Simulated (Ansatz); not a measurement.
One change: `COC(O)(F)F` becomes `O[C](F)(F)[AlH2]`.

Ansatz, PBE0-D4/def2-TZVP geometries, multiplicity 1. Each molecule was computed in one conformer, which needn't be the lowest.

```
                                      property  `COC(O)(F)F`
             LUMO energy (PBE/def2-TZVPP) / eV          0.20
           HOMO energy (B3LYP/def2-TZVPP) / eV         -8.89
            HOMO energy (PBE0/def2-TZVPP) / eV         -9.13
zero-point energy (PBE0-D4/def2-TZVP) / kJ/mol         182.4
           HOMO–LUMO gap (PBE/def2-TZVPP) / eV          7.57
             HOMO energy (PBE/def2-TZVPP) / eV         -7.37
```

Q: Give the same properties after the change, and the shifts. (Estimate.)

A: The calculation gave: 
```csv
property,`O[C](F)(F)[AlH2]`,shift
LUMO energy (PBE/def2-TZVPP) / eV,-2.65,-2.85
HOMO energy (B3LYP/def2-TZVPP) / eV,-8.29,0.60
HOMO energy (PBE0/def2-TZVPP) / eV,-8.47,0.66
zero-point energy (PBE0-D4/def2-TZVP) / kJ/mol,101.1,-81.3
HOMO–LUMO gap (PBE/def2-TZVPP) / eV,4.36,-3.21
HOMO energy (PBE/def2-TZVPP) / eV,-7.02,0.35
```

With PBE0 the HOMO rises by 0.66 eV and the LUMO falls by 2.99 eV, so the gap narrows by about 3.65 eV. PBE moves the HOMO by 0.35 eV and ωB97M-V by 0.84 eV. The zero-point energy changes by -81.3 kJ/mol with -6 modes.

B3LYP here is the variant with VWN-RPA as its local correlation; programs differ in this.
